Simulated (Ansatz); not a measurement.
Basis-set extrapolation for C$_{2}$H$_{8}$AlNO (PBE0-D4/def2-TZVP geometry, frozen core, the Gaussian-basis code of Ansatz). Multiplicity 1, RHF reference.

```
                      def2-TZVPP   def2-QZVPP
                 HF  -451.682314  -451.699695
    MP2 correlation    -0.885057    -0.947376
CCSD(T) correlation    -0.964654      not run
```

Energies in hartree. Use E(X) = E(∞) + A·exp(−7.88·√X) for Hartree–Fock and E(X) = E(∞) + B·X^(−2.97) for correlation, with X = 3 and 4, and add CCSD(T) minus MP2 of the smaller set to the MP2 limit.

Question: What is the CCSD(T) energy at the basis-set limit?

Answer: HF limit: -451.699695 + (-0.017381) × 0.13774 = -451.70209. MP2 limit: -0.947376 + (-0.062319) × 0.74074 = -0.99354. Higher-order term: -0.964654 − (-0.885057) = -0.07960. Total: -452.77523 hartree, 80.5 kcal/mol below CCSD(T)/def2-TZVPP.
